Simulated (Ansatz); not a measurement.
## How basis sets differ on C3H7NSi (SMILES C=C1[SiH2]N1C)

C3H7NSi: 12 atoms, total charge 0, spin state singlet. SMILES: `C=C1[SiH2]N1C`. Geometry: relaxed at PBE0-D4/def2-TZVP.

Each level gives the dipole moment (D). The values are calculated.

```json
{"level": "HF/STO-3G", "kind": "Hartree–Fock", "program": "Ansatz", "value (D)": "2.39", "CPU time": "1.4 s"}
{"level": "HF/3-21G", "kind": "Hartree–Fock", "program": "Ansatz", "value (D)": "1.65", "CPU time": "2.3 s"}
{"level": "HF/def2-SVP", "kind": "Hartree–Fock", "program": "Ansatz", "value (D)": "1.88", "CPU time": "8.9 s"}
{"level": "HF/def2-TZVP", "kind": "Hartree–Fock", "program": "Ansatz", "value (D)": "2.04", "CPU time": "44 s"}
```

The values span 1.65 to 2.39 D. Sets without polarisation functions give poor dipoles. Times are those of the runs behind each value, whatever else they computed, on shared processors of several kinds: orders of magnitude only.
